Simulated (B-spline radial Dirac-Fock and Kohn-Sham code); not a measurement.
**Energy-loss ionisation edge N6 of Tl**

System: neutral thallium in the configuration [Xe] 4f14 5d10 6s2 6p1. Model: the first Born approximation with generalised oscillator strengths from a Dirac-Hartree-Slater potential (longitudinal and transverse terms; continuum final states only, so no white lines or fine structure). Program: a B-spline atomic structure program. The edge is taken at 122.2 eV (tabulated value).

Partial cross sections σ(β, Δ) in barn, integrated over a window Δ above the edge and up to the collection semi-angle β, for parallel illumination:

```
E₀ (kV)  β (mrad)  Δ = 25 eV  Δ = 50 eV  Δ = 100 eV  Δ = 200 eV  Δ = 300 eV
     60        10       1510       3120        9260       30000       45000
     60        50       2630       6240       17300       54100       85200
     60       100       2770       6680       18400       56700       89500
     80        10       1350       2810        8410       27700       42100
     80        50       2180       5200       14400       45400       71700
    100         5        900       1830        5470       17600       26100
    100        10       1240       2600        7790       25900       39800
    100        50       1900       4530       12600       39800       63000
    100       100       1940       4670       13000       40600       64300
    200         5        759       1570        4800       16200       24800
    200        10        981       2110        6300       21300       33300
    200       100       1290       3090        8680       27700       44000
    300        20          ?          ?           ?           ?           ?
    300       100       1080       2560        7270       23300       37200
```

Problem. Give the row for 300 kV and 20 mrad.

Solution. 1030 b for 25 eV, 2390 b for 50 eV, 6840 b for 100 eV, 22400 b for 200 eV, 35500 b for 300 eV.

Values without a named source are computed, but for edge energies of neutral atoms, which are taken from tables.
